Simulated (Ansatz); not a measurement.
`C#[C][AlH][NH2]` + H₂ → `[NH2][AlH2]` + acetylene at 500 K and 1 bar (hydrogenolysis of the Al–C bond).

Program: Ansatz. Geometries: PBE0-D4/def2-TZVP. ΔE: electronic, gas phase. CCSD(T)/CBS is the MP2 limit (def2-TZVPP, def2-QZVPP) plus CCSD(T) − MP2 in def2-TZVPP, frozen cores. This one scheme is used for every species. Each species was taken in one conformer, which may not be the lowest.

```csv
species,CCSD(T)/CBS energy (Eh),H − E (kJ/mol),S (J/(mol·K))
`C#[C][AlH][NH2]`,-375.21570,175.3,369.0
H₂,-1.17544,41.0,145.5
`[NH2][AlH2]`,-299.14566,129.9,289.4
`C#C`,-77.22717,90.7,225.3
```

H − E and S are ideal-gas, rigid-rotor, harmonic terms from PBE0-D4/def2-TZVP, for one conformer and one mirror image of each species. The MP2-based limit puts H₂ 0.8 mEh under its directly extrapolated value; such offsets cancel only in part. 1 Eh = 2625.50 kJ/mol, R = 8.31446 J/(mol·K).

By hand: ΔE, ΔH, ΔS and ΔG.

ΔE = (-299.14566) + (-77.22717) − (-375.21570) − (-1.17544) = 0.01831 Eh = 48.1 kJ/mol. Δ(H − E) = 129.9 + 90.7 − 175.3 − 41.0 = 4.3, so ΔH = 52.4 kJ/mol. ΔS = 289.4 + 225.3 − 369.0 − 145.5 = 0.2 J/(mol·K). ΔG = 52.4 − 500 × (0.2)/1000 = 52.3 kJ/mol.

By hand: the equilibrium constant, and the temperature at which ΔG would vanish if ΔH and ΔS stayed fixed.

log₁₀ K = −ΔG/(RT ln 10) = -5.5. ΔG = 0 at ΔH/ΔS = 262000 K, far beyond where these terms or the molecules hold.

The number of gas molecules stays the same, so ΔS is small and ΔH decides. A doubt of 5 kJ/mol in ΔE shifts log₁₀ K by 0.5 here. Other conformers and mirror images would add mixing entropy, several J/(mol·K) or more a flexible species. These are equilibria of isolated gas molecules and say nothing of rates. Largest T1 diagnostic: 0.013 (customary marks: 0.02 for closed shells, 0.045 for open ones).
